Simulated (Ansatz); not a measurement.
`[OH][GaH][SH]` + HBr → `[OH][GaH][Br]` + H₂S at 700 K and 1 bar (ligand exchange at a Ga–S bond).

Program: Ansatz. Geometries: PBE0-D4/def2-TZVP. ΔE: electronic, gas phase. CCSD(T)/CBS adds triple-zeta CCSD(T) − MP2 to the extrapolated MP2 energy (def2 sets, frozen cores). This one scheme is used for every species. For Br, Ga outer-core shells are correlated without core-valence functions, which leaves a few kJ/mol of doubt a bond. Scalar relativity is left out up to krypton. Each species was taken in one conformer, which may not be the lowest.

```
        species  CCSD(T)/CBS energy (Eh)  H − E (kJ/mol)  S (J/(mol·K))
`[OH][GaH][SH]`              -2398.75721           133.1          388.6
            HBr              -2573.91920            36.5          223.7
`[OH][GaH][Br]`              -4573.71961           104.2          379.4
            H₂S               -398.97279            64.8          236.9
```

H − E and S are ideal-gas, rigid-rotor, harmonic terms from PBE0-D4/def2-TZVP, for one conformer and one mirror image of each species. 1 Eh = 2625.50 kJ/mol, R = 8.31446 J/(mol·K).

Q: By hand: ΔE, ΔH, ΔS and ΔG.

A: ΔE = (-4573.71961) + (-398.97279) − (-2398.75721) − (-2573.91920) = -0.01599 Eh = -42.0 kJ/mol. Δ(H − E) = 104.2 + 64.8 − 133.1 − 36.5 = -0.6, so ΔH = -42.6 kJ/mol. ΔS = 379.4 + 236.9 − 388.6 − 223.7 = 4.0 J/(mol·K). ΔG = -42.6 − 700 × (4.0)/1000 = -45.4 kJ/mol.

Q: By hand: the equilibrium constant, and the temperature at which ΔG would vanish if ΔH and ΔS stayed fixed.

A: log₁₀ K = −ΔG/(RT ln 10) = 3.4. ΔH and −TΔS have one sign here, so there is no such temperature.

The number of gas molecules stays the same, so ΔS is small and ΔH decides. A doubt of 5 kJ/mol in ΔE shifts log₁₀ K by 0.4 here. Other conformers and mirror images would add mixing entropy, several J/(mol·K) or more a flexible species. These are equilibria of isolated gas molecules and say nothing of rates. Largest T1 diagnostic: 0.014 (customary marks: 0.02 for closed shells, 0.045 for open ones).

ΔS is within the doubt of such terms, so its sign, and with it that verdict, could turn.
